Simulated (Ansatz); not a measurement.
Basis-set series for CH2SeTe (`[Se]=C[TeH]`). Total charge 0; spin multiplicity 1. Te: def2 effective core potential. The structure was optimised at the PBE0-D4/def2-TZVP level.

```
functional       basis  functions  energy (Eh)  HOMO (eV)  LUMO (eV)
   PBE0-D4    def2-SVP         82  -2708.19232      -6.17      -2.47
   PBE0-D4  def2-TZVPP        157  -2708.54272      -6.30      -2.62
   ωB97M-V    def2-SVP         82  -2708.32220      -8.30      -0.44
   ωB97M-V  def2-TZVPP        157  -2708.67445      -8.44      -0.65
```

Question: Give the rows for def2-QZVPP. (An estimate is asked.)

Answer: Computed: 
```csv
functional,basis,functions,energy (Eh),HOMO (eV),LUMO (eV)
PBE0-D4,def2-QZVPP,288,-2708.59730,-6.32,-2.65
ωB97M-V,def2-QZVPP,288,-2708.72751,-8.46,-0.70
```

Scalar relativity is left out up to krypton.
